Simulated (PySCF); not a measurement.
C2H9GeNO, SMILES CC[O][GeH2][NH2].

Geometry optimised at PBE-D3(BJ)/def2-SVP. Other conformers were not sampled.

Vertical ionisation energy (IE) and electron affinity (EA) in eV. Rows of orbital energies are one-electron estimates. Where ΔSCF, EOM or ADC give a negative EA the extra electron is unbound and the value depends on the basis.

```
level                                           IE     EA
--------------------------------------------  ----  -----
−ε(HOMO), −ε(LUMO), M06-2X/def2-TZVP (PySCF)  8.97  -1.24
−ε(HOMO), −ε(LUMO), PBE/def2-TZVP (PySCF)     5.94   0.24
```
